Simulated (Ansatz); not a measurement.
Calculated with Ansatz (gas phase, PBE0-D4/def2-TZVP geometries, no zero-point term in ΔE). CCSD(T)/CBS is the MP2 limit (def2-TZVPP, def2-QZVPP) plus CCSD(T) − MP2 in def2-TZVPP, frozen cores. DFT in def2-TZVPP. B3LYP here is the variant with VWN-RPA as its local correlation; programs differ in this. Open shells (•) are unrestricted, without spin–orbit coupling. Each species was taken in one conformer, which may not be the lowest.

`C[SiH2]C[SiH3]` → `[CH2][SiH3]`• + `C[SiH2]`•  (homolysis of the C–Si bond)

```json
{"level": "PBE-D4", "ΔE (kJ/mol)": "373.8", "difference from CCSD(T)/CBS": "-17.7"}
{"level": "r2SCAN-D4", "ΔE (kJ/mol)": "357.7", "difference from CCSD(T)/CBS": "-33.8"}
{"level": "PBE0-D4", "ΔE (kJ/mol)": "375.3", "difference from CCSD(T)/CBS": "-16.2"}
{"level": "B3LYP-D4", "ΔE (kJ/mol)": "368.4", "difference from CCSD(T)/CBS": "-23.1"}
{"level": "ωB97X-V", "ΔE (kJ/mol)": "391.4", "difference from CCSD(T)/CBS": "-0.1"}
{"level": "ωB97M-V", "ΔE (kJ/mol)": "394.6", "difference from CCSD(T)/CBS": "3.1"}
{"level": "B2PLYP", "ΔE (kJ/mol)": "368.3", "difference from CCSD(T)/CBS": "-23.2"}
{"level": "PBE", "ΔE (kJ/mol)": "362.2", "difference from CCSD(T)/CBS": "-29.3"}
{"level": "r2SCAN", "ΔE (kJ/mol)": "354.4", "difference from CCSD(T)/CBS": "-37.1"}
{"level": "PBE0", "ΔE (kJ/mol)": "365.0", "difference from CCSD(T)/CBS": "-26.5"}
{"level": "B3LYP", "ΔE (kJ/mol)": "350.1", "difference from CCSD(T)/CBS": "-41.4"}
{"level": "HF/def2-TZVPP", "ΔE (kJ/mol)": "267.3", "difference from CCSD(T)/CBS": "-124.2"}
{"level": "MP2/def2-TZVPP", "ΔE (kJ/mol)": "397.9", "difference from CCSD(T)/CBS": "6.4"}
{"level": "SCS-MP2/def2-TZVPP", "ΔE (kJ/mol)": "390.9", "difference from CCSD(T)/CBS": "-0.6"}
{"level": "CCSD/def2-TZVPP", "ΔE (kJ/mol)": "370.7", "difference from CCSD(T)/CBS": "-20.8"}
{"level": "CCSD(T)/def2-TZVPP", "ΔE (kJ/mol)": "381.0", "difference from CCSD(T)/CBS": "-10.5"}
{"level": "HF/def2-QZVPP", "ΔE (kJ/mol)": "267.1", "difference from CCSD(T)/CBS": "-124.4"}
{"level": "MP2/def2-QZVPP", "ΔE (kJ/mol)": "403.9", "difference from CCSD(T)/CBS": "12.4"}
{"level": "SCS-MP2/def2-QZVPP", "ΔE (kJ/mol)": "397.6", "difference from CCSD(T)/CBS": "6.1"}
{"level": "HF/CBS(def2)", "ΔE (kJ/mol)": "267.1", "difference from CCSD(T)/CBS": "-124.4"}
{"level": "MP2/CBS(def2)", "ΔE (kJ/mol)": "408.4", "difference from CCSD(T)/CBS": "16.9"}
{"level": "CCSD/CBS(def2)", "ΔE (kJ/mol)": "381.3", "difference from CCSD(T)/CBS": "-10.2"}
{"level": "CCSD(T)/CBS", "ΔE (kJ/mol)": "391.5", "difference from CCSD(T)/CBS": "0"}
```

Largest T1 diagnostic among the species: 0.012.

The D4 term adds +18.3 kJ/mol with B3LYP and +10.3 kJ/mol with PBE0; it sums over pairs of atoms, weighted by their polarisabilities, and B3LYP, whose exchange is more repulsive, gets the larger term. In def2-TZVPP, CCSD(T) changes the Hartree–Fock value by +113.6 kJ/mol (the triples alone add +10.3 kJ/mol) and MP2 by +130.5 kJ/mol; breaking electron pairs costs correlation energy, which Hartree–Fock lacks.

CCSD(T)/CBS has its own doubt, a few kJ/mol and more with outer-core shells, so smaller differences from it don't rank the levels.
